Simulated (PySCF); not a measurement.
Sn(Cl)2(Me)(OMe) (C2H6Cl2OSn), SMILES C[O][Sn]([CH3])([Cl])[Cl].

The structure is a stationary point at B3LYP-D3(BJ)/def2-SVP. The def2 effective core potentials stand for the cores of Sn; spin–orbit coupling is left out. Other conformers were not sampled.

Two levels are set side by side: TDDFT-PBE/def2-SVPD (PySCF) and TDDFT-ωB97X/def2-SVPD (PySCF). Vertical, same geometry. The lowest singlet is HOMO→LUMO 99 % with PBE and HOMO→LUMO 86 % with the other functional; states are paired by order. Differences are taken from unrounded values.

```tsv
quantity	TDDFT-ωB97X
lowest singlet excitation (eV)	5.56
lowest triplet excitation (TDA) (eV)	5.16
first bright state (f over 0.05) (eV)	6.27
its oscillator strength	0.12
```

**Question.** What does TDDFT-PBE give, and how far is it from TDDFT-ωB97X? (The exact figures need the calculation; the answer reports its results.)

**Answer.** 
```csv
quantity,TDDFT-PBE,TDDFT-PBE minus TDDFT-ωB97X
lowest singlet excitation (eV),3.77,-1.79
lowest triplet excitation (TDA) (eV),3.54,-1.62
first bright state (f over 0.05) (eV),4.65,-1.62
its oscillator strength,0.07,-0.05
```

A lower first singlet is the usual sign of a functional without exact exchange. Differences between two approximate levels are no errors against the true value.

Rough cost on one machine, each run with all the roots and properties that it gave: TDDFT-ωB97X against TDDFT-PBE about 10 times.
